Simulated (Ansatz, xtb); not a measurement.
**CH4FGaSi: which of two conformers lies lower**

Structure I is `F[SiH2][CH2][Ga]`, a singlet and structure II is `F[SiH2][CH2][Ga]`, a singlet. Both are isolated molecules in the gas phase, relaxed with PBE0-D3(BJ)/def2-SVP.

I (Å):

```xyz
8

C    -0.6953   -2.7270   -0.5198
F    -2.6448   -1.1953   -1.7511
Ga   -0.9812   -3.4771   -2.4496
Si   -1.8455   -1.3099   -0.3036
H    -1.1834    0.0120   -0.1059
H     0.3659   -2.4346   -0.4296
H    -0.8897   -3.5490    0.1918
H    -2.9060   -1.5160    0.7250
```

II (Å):

```xyz
8

C    -0.4937   -2.2298   -0.2952
F    -3.2294   -3.1711   -0.4326
Ga    0.9560   -0.8088   -0.6406
Si   -2.2392   -1.9233   -0.7960
H    -2.7922   -0.7282   -0.0906
H    -2.3407   -1.7219   -2.2727
H    -0.1155   -3.1406   -0.8003
H    -0.4462   -2.4148    0.7962
```

Which of the two would you expect CCSD(T)/def2-SVP + ΔMP2/def2-TZVPP electronic energies to favour?

Too close to call at this level: CCSD(T)/def2-SVP + ΔMP2/def2-TZVPP gives E(II) − E(I) = +0.14 kcal/mol.

The same difference at several levels:

| level | geometry | E(II) − E(I) (kcal/mol) | departure from the last row (kcal/mol) | job, with rough time for the two |
| --- | --- | --- | --- | --- |
| PBE0-D3(BJ)/def2-SVP | PBE0-D3(BJ)/def2-SVP | +1.52 | +1.38 | optimisation, 35 s |
| HF/def2-SVP | PBE0-D3(BJ)/def2-SVP | +0.48 | +0.34 | part of the CCSD(T) run |
| MP2/def2-SVP | PBE0-D3(BJ)/def2-SVP | +0.86 | +0.72 | part of the CCSD(T) run |
| CCSD(T)/def2-SVP | PBE0-D3(BJ)/def2-SVP | +0.93 | +0.79 | single point |
| CCSD(T)/def2-SVP + ΔMP2/def2-TZVPP | PBE0-D3(BJ)/def2-SVP | +0.14 |  | single point, 24 s |

The largest departure from CCSD(T)/def2-SVP + ΔMP2/def2-TZVPP is that of PBE0-D3(BJ)/def2-SVP, 1.38 kcal/mol. Levels run at GFN2-xTB geometries aren't shown. The last row adds to CCSD(T) the change of the MP2 difference between the two basis sets, here −0.79 kcal/mol.

With harmonic frequencies from PBE0-D3(BJ)/def2-SVP (ideal gas, rigid rotor, one conformer each, 298.15 K, 1 atm): on the last row, ΔE + ΔZPE = +0.27 kcal/mol. A mode under 50 cm⁻¹ makes harmonic enthalpies and free energies unreliable, so none is given.

The correlated steps freeze 16 core orbitals; the filled d shell of Ga is correlated, in a basis made for valence electrons. Programs: Ansatz 0.2.0; the last row on 2 threads of Arm Neoverse V1 on a shared host.
